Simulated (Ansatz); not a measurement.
Ansatz (an electronic-structure program) input (SVWN5/def2-TZVP):

Ansatz 0.2 input:
```yaml
crystal:
  periodic: [false, false, false]
  atoms:
    - {symbol: P, position_ang: [-0.00000000, -0.00000000, -1.01169731]}
    - {symbol: P, position_ang: [0.00000000, 0.00000000, 0.86001478]}
    - {symbol: H, position_ang: [0.00000000, 0.00000000, 2.27523807]}
basis:
  gaussian:
    orbitals: def2-TZVP
hamiltonian:
  xc: {name: SVWN5}
total_charge: 1
relax: {f_tol: 0.003, max_steps: 100}
```

End of the output:

```
mean field -18515.66111857 eV, -680.4379957417 hartree, gradient 1.1e-5 eV, S^2 0.000000; 0 other end points of the search recorded, 0 dependent functions left out
the calculation of the forces begins
reference -18515.66114592 eV, -680.4379967467 hartree; 15, 15 occupied and 65, 65 virtual orbitals, 584 factors
relax step   4: F+E_penalty+E_count = -18515.66111857 eV  Δ(F+E_penalty+E_count) = -5.240e-7 eV  max|allowed force component| = 2.135e-4 eV/Å  Δτ_max = 0.0001 Å  (18 SCF iters, accepted)
integrals: 0.02 GiB planned
584 factors; their error is unknown
mean field: 0.15 GiB planned
mean field -18515.66111857 eV, -680.4379957417 hartree, gradient 1.2e-5 eV, S^2 0.000000; 1 other end points of the search recorded, 0 dependent functions left out
the calculation of the forces begins
reference -18515.66114592 eV, -680.4379967467 hartree; 15, 15 occupied and 65, 65 virtual orbitals, 584 factors
Total energy: -18515.66114592 eV, -680.4379967467 hartree
Atom 0 at     0.000000     0.000000    -1.021068 Å, force    -0.000000    -0.000000     0.000214 eV/Å
Atom 1 at    -0.000000    -0.000000     0.854507 Å, force     0.000000     0.000000    -0.000205 eV/Å
Atom 2 at     0.000000     0.000000     2.290117 Å, force    -0.000000    -0.000000    -0.000009 eV/Å
Dipole moment:    -0.000000    -0.000000     0.360489 e Å
```

It need not be the lowest isomer of its formula.
